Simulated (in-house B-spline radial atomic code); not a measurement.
Configurations of Rh²⁺, with energies counted from [Kr] 4d7. Level of theory: scalar-relativistic (X2C) B97-1, spin-polarised, spherical fractional occupations, exact exchange averaged over the configuration, Fermi nucleus of rms radius 4.4945 fm; calculated with a B-spline radial code for spherical atoms. Shells without spins written out take the highest spin.

Occupations are held fixed; configurations that lie above the ionisation limit could autoionise.

| configuration | E - E(ref) (eV) | highest orbital | its <r> (bohr) |
| --- | --- | --- | --- |
| [Kr] 4d6 5f1 | 25.32 | 5f up | 9.082 |
| [Ar] 3d10 4s2 4p5 4d7 5p1 | 58.758 | 5p up | 3.035 |
| [Ar] 3d10 4s2 4p5 4d7 5d1 | 66.383 | 5d up | 4.499 |

Order these further configurations by energy, lowest first.
A. [Ar] 3d10 4s2 4p5 4d8
B. [Kr] 4d6 5d1
C. [Kr] 4d6 5s1
D. [Ar] 3d10 4s2 4p5 4d7 4f1

C (5.3129 eV), B (19.368 eV), A (46.346 eV), D (69.815 eV).
